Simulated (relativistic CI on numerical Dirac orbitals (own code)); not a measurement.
Line list: Electric-dipole lines, Eu⁵³⁺

Computed by Dirac-Coulomb-Breit CI, orbitals from a KLI potential per configuration, QED by a radiative potential, unscaled Slater integrals (own radial code, finite nucleus).

Configuration list (outside the closed core 1s2): 2s2 2p6, 2s2 2p5 3s, 2s2 2p5 3p, 2s2 2p5 3d, 2s 2p6 3s, 2s 2p6 3p, 2s 2p6 3d, 2s2 2p5 4s, 2s2 2p5 4p, 2s2 2p5 4d, 2s2 2p5 4f, 2s 2p6 4s, 2s2 2p4 3s2, 2s 2p6 4p, 2s2 2p4 3s 3p, 2s 2p6 4d, 2s2 2p5 5s, 2s 2p6 4f, 2s2 2p5 5p, 2s2 2p5 5d, 2s2 2p5 5f, 2s2 2p5 5g, 2s2 2p4 3s 3d, 2s2 2p4 3p2, 2s2 2p4 3p 3d, 2s 2p5 3s2, 2s2 2p4 3d2, 2s 2p5 3s 3p, 2s 2p5 3s 3d, 2s 2p5 3p2, 2s 2p6 5s, 2s 2p6 5p, 2s 2p6 5d, 2s 2p5 3p 3d, 2s 2p6 5f, 2s 2p6 5g. Levels of other configurations are missing.

| λ vac (nm) | Lower | Upper | A (s⁻¹) | log gf | S velocity/length |
| --- | --- | --- | --- | --- | --- |
| 0.14821 | 2s2 2p6 1S_0 [1] | 2s2 2p5 4d 1P°_1 [53] | 5.15e+14 | -0.29 | 0.97 |
| 0.17668 | 2s2 2p6 1S_0 [1] | 2s2 2p5 3d 3D°_1 [27] | 1.01e+15 | 0.15 | 1.00 |
| 0.19344 | 2s2 2p6 1S_0 [1] | 2s2 2p5 3d 1P°_1 [17] | 1.38e+15 | 0.37 | 1.00 |
| 0.42548 | 2s2 2p5 3d 3F°_4 [14] | 2s2 2p5 5f 3G_5 [100] | 4.21e+13 | 0.10 | 0.99 |
| 0.52006 | 2s2 2p5 3s 3P°_2 [2] | 2s2 2p5 4p 3D_3 [42] | 2.18e+13 | -0.21 | 1.01 |
| 0.53468 | 2s2 2p5 3p 3D_2 [5] | 2s2 2p5 4d 3F°_3 [48] | 4.84e+13 | 0.16 | 0.99 |
| 0.57378 | 2s2 2p5 3p 1P_1 [7] | 2s2 2p5 4d 1D°_2 [51] | 3.91e+13 | -0.02 | 1.00 |
| 0.57428 | 2s2 2p5 3p 3D_3 [6] | 2s2 2p5 4d 3F°_4 [50] | 6.02e+13 | 0.43 | 1.00 |
| 0.57435 | 2s2 2p5 3p 3D_2 [23] | 2s2 2p5 4d 3F°_3 [71] | 6.00e+13 | 0.32 | 1.00 |
| 0.57571 | 2s2 2p5 3p 3P_2 [8] | 2s2 2p5 4d 3D°_3 [52] | 4.81e+13 | 0.22 | 1.00 |
| 0.60405 | 2s2 2p5 3d 3P°_1 [11] | 2s2 2p5 4f 3D_2 [56] | 6.93e+13 | 0.28 | 0.99 |
| 0.60433 | 2s2 2p5 3d 3F°_2 [26] | 2s2 2p5 4f 3G_3 [72] | 1.16e+14 | 0.65 | 0.99 |
| 0.60498 | 2s 2p6 3d 3D_1 [34] | 2s 2p6 4f 3F°_2 [119] | 1.04e+14 | 0.45 | 1.00 |
| 0.60524 | 2s2 2p5 3d 3F°_3 [12] | 2s2 2p5 4f 3G_4 [55] | 1.15e+14 | 0.75 | 0.99 |
| 0.60624 | 2s2 2p5 3d 3D°_2 [13] | 2s2 2p5 4f 3F_3 [57] | 9.05e+13 | 0.54 | 0.99 |
| 0.60635 | 2s 2p6 3d 3D_2 [35] | 2s 2p6 4f 3F°_3 [118] | 1.11e+14 | 0.63 | 1.00 |
| 0.60962 | 2s2 2p5 3d 3D°_1 [27] | 2s2 2p5 4f 3F_2 [73] | 9.84e+13 | 0.44 | 0.98 |
| 0.61417 | 2s2 2p5 3d 3F°_4 [14] | 2s2 2p5 4f 3G_5 [58] | 1.22e+14 | 0.88 | 0.99 |
| 0.61472 | 2s2 2p5 3d 3P°_2 [28] | 2s2 2p5 4f 3D_3 [75] | 1.16e+14 | 0.66 | 0.99 |
| 0.61513 | 2s 2p6 3d 3D_3 [36] | 2s 2p6 4f 3F°_4 [120] | 1.22e+14 | 0.79 | 1.00 |
| 0.61524 | 2s2 2p5 3d 1D°_2 [15] | 2s2 2p5 4f 1F_3 [60] | 1.00e+14 | 0.60 | 0.99 |
| 0.61569 | 2s2 2p5 3d 3F°_3 [29] | 2s2 2p5 4f 3G_4 [74] | 1.21e+14 | 0.79 | 0.99 |
| 0.61755 | 2s2 2p5 3d 3D°_3 [16] | 2s2 2p5 4f 3F_4 [61] | 1.07e+14 | 0.74 | 0.99 |
| 0.61893 | 2s 2p6 3d 1D_2 [37] | 2s 2p6 4f 1F°_3 [121] | 1.13e+14 | 0.66 | 1.00 |
| 0.62578 | 2s2 2p5 3d 1P°_1 [17] | 2s2 2p5 4f 1D_2 [59] | 9.74e+13 | 0.46 | 0.98 |
| 1.3110 | 2s2 2p5 4d 3F°_3 [48] | 2s2 2p5 5f 3G_4 [97] | 2.05e+13 | 0.68 | 1.01 |
| 1.3287 | 2s2 2p5 4d 3F°_4 [50] | 2s2 2p5 5f 3G_5 [100] | 2.19e+13 | 0.80 | 1.01 |
| 1.3309 | 2s2 2p5 4d 3F°_3 [71] | 2s2 2p5 5f 3G_4 [135] | 2.19e+13 | 0.72 | 1.01 |
| 1.3338 | 2s2 2p5 4d 3D°_3 [52] | 2s2 2p5 5f 3F_4 [103] | 1.95e+13 | 0.67 | 1.00 |
| 1.3691 | 2s2 2p5 4f 3D_1 [54] | 2s2 2p5 5g 3F°_2 [104] | 2.77e+13 | 0.59 | 1.00 |
| 1.3693 | 2s2 2p5 4f 3G_4 [55] | 2s2 2p5 5g 3H°_5 [105] | 3.54e+13 | 1.04 | 1.00 |
| 1.3699 | 2s2 2p5 4f 3G_3 [72] | 2s2 2p5 5g 3H°_4 [136] | 3.53e+13 | 0.95 | 1.00 |
| 1.3709 | 2s 2p6 4f 3F°_3 [118] | 2s 2p6 5g 3G_4 [154] | 3.52e+13 | 0.95 | 1.00 |
| 1.3710 | 2s2 2p5 4f 3F_2 [73] | 2s2 2p5 5g 3G°_3 [137] | 3.37e+13 | 0.82 | 1.00 |
| 1.3710 | 2s2 2p5 4f 3D_2 [56] | 2s2 2p5 5g 3G°_3 [106] | 2.80e+13 | 0.74 | 1.00 |
| 1.3720 | 2s2 2p5 4f 3F_3 [57] | 2s2 2p5 5g 3G°_4 [107] | 3.13e+13 | 0.90 | 1.00 |
| 1.3775 | 2s2 2p5 4f 3G_5 [58] | 2s2 2p5 5g 3H°_6 [109] | 3.63e+13 | 1.13 | 1.00 |
| 1.3787 | 2s2 2p5 4f 3D_3 [75] | 2s2 2p5 5g 3F°_4 [139] | 3.54e+13 | 0.96 | 1.00 |
| 1.3788 | 2s2 2p5 4f 3G_4 [74] | 2s2 2p5 5g 3H°_5 [138] | 3.63e+13 | 1.06 | 1.00 |
| 1.3789 | 2s 2p6 4f 3F°_4 [120] | 2s 2p6 5g 3G_5 [156] | 3.64e+13 | 1.06 | 1.00 |
| 1.3797 | 2s2 2p5 4f 1D_2 [59] | 2s2 2p5 5g 1F°_3 [108] | 3.20e+13 | 0.81 | 1.00 |
| 1.3798 | 2s2 2p5 4f 1F_3 [60] | 2s2 2p5 5g 1G°_4 [110] | 3.22e+13 | 0.92 | 1.00 |
| 1.3803 | 2s 2p6 4f 1F°_3 [121] | 2s 2p6 5g 1G_4 [157] | 3.58e+13 | 0.96 | 1.00 |
| 1.3807 | 2s2 2p5 4f 3F_4 [61] | 2s2 2p5 5g 3G°_5 [111] | 3.37e+13 | 1.02 | 1.00 |
| 4.2035 | 2s2 2p5 3s 3P°_2 [2] | 2s2 2p5 3p 3D_3 [6] | 4.22e+11 | -0.11 | 1.03 |

Terms are leading LS components. Brackets give the number of a level in order of energy, since labels repeat. The list gives strong lines, with weight on those to low levels, among the lowest 157 of 838 levels, so that lines to higher ones, which can be the strongest, are missing. Levels whose partners in the same complex of configurations lie outside the list can be far off, and so can their lines. Rates are taken at the computed energies, electric ones in the length gauge. A velocity-to-length ratio far from 1 marks an uncertain rate.

At this charge energies of transitions that change n are usually good to better than 1 %, and those within a shell (Δn = 0) to a few per cent.

**Question.** From the table, what is the radiative lifetime of 2s2 2p5 5f 3G_5?

**Answer.** The listed rates from this level add up to about 6.40e+13 s⁻¹, 100 % of its decay; with all channels τ = 1.56e-14 s.

LS names give the leading component of a level, which can be under half, so a name can repeat, a term be missing and a line seem to break the LS rules.
